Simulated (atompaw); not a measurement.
**Which change was made? (Ce, PAW (atompaw))**

| Quantity | Value |
| --- | --- |
| Element | cerium (Ce) |
| Generator | atompaw 4.2.0.5 |
| Type | PAW |
| Functional | LDA (PW92) |
| Relativity | scalar-relativistic |
| Frozen core | [Kr] 4d10 |
| Valence charge | 12 |
| Reference configuration | 4f1 5s2 5p6 5d1 6s1 6p0 (charge +1) |
| Partial waves | 5s (bound): rc 2.15 bohr; 6s (bound): rc 2.95 bohr; 5p (bound): rc 2.50 bohr; 6p (bound, empty): rc 2.95 bohr; 5d (bound): rc 2.95 bohr; 5d channel at 1.3 Ry: rc 2.95 bohr; 4f (bound): rc 0.90 bohr; 4f channel at -0.45 Ry: rc 0.90 bohr |
| Local potential | troulliermartins scheme with l = 4 at 0 Ry, radius 2.90 bohr |
| Core correction | smooth core density matched at 1.95 bohr |
| Augmentation charge | gaussian compensation charge, radius 2.40 bohr; PAW radius 2.95 bohr; waves and projectors: custom rrkj gramschmidtortho |

Cutoffs, loose and tight: the cutoffs (Ry, on a coarse ladder) from which the occupation-weighted sum of valence levels, in a spherical-Bessel basis at the reference potential, stays within 10 and 1 mRy of its value at 400 Ry. They see the waves, projectors and local potential, not the compensation charge or the core.

The base gives: outcome: generated, no UPF (negative core plus compensation charge); cutoff, loose: 160 Ry; cutoff, tight: 260 Ry; bound ghosts: s.

Problem. After one change the result is: outcome: generated, no UPF (negative core plus compensation charge); cutoff, loose: 25 Ry; cutoff, tight: 30 Ry; bound ghosts: none. Which change was it?
A. waves 5s (bound); 6s (bound); 5p (bound); 6p (bound); 5d (bound); 5d channel at 1.3 Ry; 4f (bound); 4f channel at -0.45 Ry; augmentation gaussian compensation charge, radius 2.40 bohr; PAW radius 2.95 bohr; waves and projectors: bloechl
B. augmentation sinc compensation charge, radius 2.40 bohr; PAW radius 2.95 bohr; waves and projectors: custom rrkj gramschmidtortho
C. local potential bessel scheme, radius 2.90 bohr

Solution. A. The others give: local potential bessel scheme, radius 2.90 bohr → outcome: generated, no UPF (negative core plus compensation charge); cutoff, loose: 160 Ry; cutoff, tight: 260 Ry; bound ghosts: none | augmentation sinc compensation charge, radius 2.40 bohr; PAW radius 2.95 bohr; waves and projectors: custom rrkj gramschmidtortho → outcome: generated; cutoff, loose: 160 Ry; cutoff, tight: 260 Ry; bound ghosts: s.
